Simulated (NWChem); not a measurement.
System: C3H4F2; SMILES FC1(F)CC1

The following NWChem deck was run.

```
start job
memory heap 200 mb stack 900 mb global 1100 mb
geometry units angstroms
  F      0.000000    -1.107653     0.958418
  C      0.000000     0.000000     0.179173
  F      0.000000     1.107653     0.958418
  C     -0.774294     0.000000    -1.081999
  C      0.774294     0.000000    -1.081999
  H     -1.276453     0.919334    -1.367730
  H     -1.276453    -0.919334    -1.367730
  H      1.276453     0.919334    -1.367730
  H      1.276453    -0.919334    -1.367730
end
basis spherical
  F library 6-31g*
  C library 6-31g*
  H library 6-31g*
end
dft
  xc xpbe96 cpbe96
  iterations 150
end
driver
  maxiter 120
end
task dft optimize
task dft freq
```

The level has its own optimisation; frequencies are unscaled. Brackets give each atom's bonded neighbours.

**Question.** What results follow from this input? (PBE/6-31G* (spherical d).) Quantities: basis functions; r C–F (Å); r C–C [C(CCFF)–C(CCHH)] (Å); r C–C [C(CCHH)–C(CCHH)] (Å); r C–H (Å); highest harmonic frequency (cm⁻¹); lowest (cm⁻¹); zero-point energy (kcal/mol); dipole (D).

**Answer.** 
| Item | Value |
|---|---|
| number of basis functions | 78 |
| r C–F (Å) | 1.362 |
| r C–C [C(CCFF)–C(CCHH)] (Å) | 1.487 |
| r C–C [C(CCHH)–C(CCHH)] (Å) | 1.551 |
| r C–H (Å) | 1.094 |
| highest harmonic frequency (cm⁻¹) | 3193 |
| lowest (cm⁻¹) | 320 |
| zero-point energy (kcal/mol) | 40.2 |
| dipole (D) | 1.82 |
